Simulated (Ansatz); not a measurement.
**Nudged elastic band run: F$_{3}$HSi**

Input file:

```yaml
crystal:
  periodic: [false, false, false]
  atoms:
    - { symbol: Si, position_ang: [0.222312, 0.0, 0.207623] }
    - { symbol: H, position_ang: [0.166732, 0.0, 1.67172] }
    - { symbol: F, position_ang: [1.736048, 0.0, -0.305267] }
    - { symbol: F, position_ang: [-0.502196, 1.292993, -0.390487] }
    - { symbol: F, position_ang: [-0.502196, -1.292993, -0.390487] }
basis:
  gaussian: { orbitals: def2-SVP }
hamiltonian:
  xc: pbe0
neb:
  order_check: false
  images: 1
  f_tol: 0.03
  max_iterations: 60
  climbing: true
  final_atoms:
    - { symbol: Si, position_ang: [-0.85685117, 3.167e-05, 0.14511584] }
    - { symbol: H, position_ang: [1.56451224, -5.319e-05, 1.63697915] }
    - { symbol: F, position_ang: [1.46892917, 2.395e-05, 0.71464688] }
    - { symbol: F, position_ang: [-0.52792928, 1.24893879, -0.85185424] }
    - { symbol: F, position_ang: [-0.52796097, -1.24894121, -0.85178563] }
  initial_path:
    images:
      - { positions_ang: [[0.222312, 0.0, 0.207623], [0.166732, 0.0, 1.67172], [1.736048, 0.0, -0.305267], [-0.502196, 1.292993, -0.390487], [-0.502196, -1.292993, -0.390487]] }
      - { positions_ang: [[-0.00019901, 0.0, 0.00028199], [0.88696348, 0.0, 1.40326905], [1.7334622, 0.0, 0.44610531], [-0.74976333, 1.2974, -0.52827717], [-0.74976333, -1.2974, -0.52827717]] }
      - { positions_ang: [[-0.85685117, 3.167e-05, 0.14511584], [1.56451224, -5.319e-05, 1.63697915], [1.46892917, 2.395e-05, 0.71464688], [-0.52792928, 1.24893879, -0.85185424], [-0.52796097, -1.24894121, -0.85178563]] }
```

Run as:

```bash
$ ansatz run input.yaml --threads 1 --pin off --max-ram 2048MiB --backend cpu --events-out ev --progress --plain --runs-dir out
```

Output, in part (warnings, iteration lines, the closing report on the highest movable image, with atoms numbered from 0):

```
NEB end point (image 0): max|allowed force component| = 1.747e-2 eV/Å (the criterion of neb.relax_end_points is 1.000e-2)
NEB end point (image 2): max|allowed force component| = 1.395e-2 eV/Å (the criterion of neb.relax_end_points is 1.000e-2)
NEB iter   1: max|band force component| = 5.724e0 eV/Å  barrier→ = 4.5490 eV  barrier← = 1.7811 eV  Δτ_max = 0.1904 Å  (71 SCF iters)
NEB iter   2: max|band force component| = 2.367e0 eV/Å  barrier→ = 3.1924 eV  barrier← = 0.4246 eV  Δτ_max = 0.1694 Å  (34 SCF iters)
NEB iter   3: max|band force component| = 1.268e0 eV/Å  barrier→ = 3.2951 eV  barrier← = 0.5273 eV  Δτ_max = 0.0396 Å  (33 SCF iters)
NEB iter   4: max|band force component| = 2.832e0 eV/Å  barrier→ = 3.2627 eV  barrier← = 0.4949 eV  CI = image 1  Δτ_max = 0.1996 Å  (28 SCF iters)
NEB iter   5: max|band force component| = 1.006e0 eV/Å  barrier→ = 3.6144 eV  barrier← = 0.8466 eV  CI = image 1  Δτ_max = 0.0530 Å  (33 SCF iters)
NEB iter   6: max|band force component| = 4.339e-1 eV/Å  barrier→ = 3.6032 eV  barrier← = 0.8354 eV  CI = image 1  Δτ_max = 0.0375 Å  (28 SCF iters)
NEB iter   7: max|band force component| = 1.499e-1 eV/Å  barrier→ = 3.5907 eV  barrier← = 0.8228 eV  CI = image 1  Δτ_max = 0.0070 Å  (28 SCF iters)
NEB iter   8: max|band force component| = 3.125e-2 eV/Å  barrier→ = 3.5894 eV  barrier← = 0.8216 eV  CI = image 1  Δτ_max = 0.0019 Å  (29 SCF iters)
NEB iter   9: max|band force component| = 1.356e-2 eV/Å  barrier→ = 3.5894 eV  barrier← = 0.8215 eV  CI = image 1  Δτ_max = 0.0000 Å  (48 SCF iters)
Total energy: -16025.71030184 eV, -588.9339909759 hartree
Atom 0 at    -0.281271     0.000002     0.322939 Å, force     0.003201    -0.000000    -0.004790 eV/Å
Atom 1 at     0.980368     0.000005     1.368264 Å, force     0.000729    -0.000000    -0.001555 eV/Å
Atom 2 at     1.603972    -0.000005     0.347908 Å, force    -0.013113     0.000000    -0.001970 eV/Å
Atom 3 at    -0.591179     1.269682    -0.623010 Å, force     0.004592     0.001858     0.004158 eV/Å
Atom 4 at    -0.591190    -1.269683    -0.622999 Å, force     0.004592    -0.001858     0.004158 eV/Å
Dipole moment:    -0.009308     0.000002     0.369551 e Å
```

The forces met the threshold. Neighbouring images differ by up to 3.6 eV, so the band resolves the path poorly. Another band between the same ends (5 images) ends at a top of the same energy, where a vibrational analysis finds 1 clearly imaginary mode. So few images can step over the top or miss a turn of the path. The orbitals stay closed-shell, which can raise the energy where a bond breaks towards radicals; this wasn't checked here.

Final band (atoms are numbered from 1 in the order of the input):

```
image  path coordinate (Å)  energy (kcal/mol)  Si1–H2 (Å)  Si1–F3 (Å)  H2–F3 (Å)
    0                 0.00                0.0        1.47        1.60       2.52
    1                 1.26               82.8        1.64        1.89       1.20
    2                 2.25               63.8        2.84        2.39       0.93
```

Time of the run: 19 s on 1 thread of Arm Neoverse V1, on a shared host, peak memory 0.12 GiB.
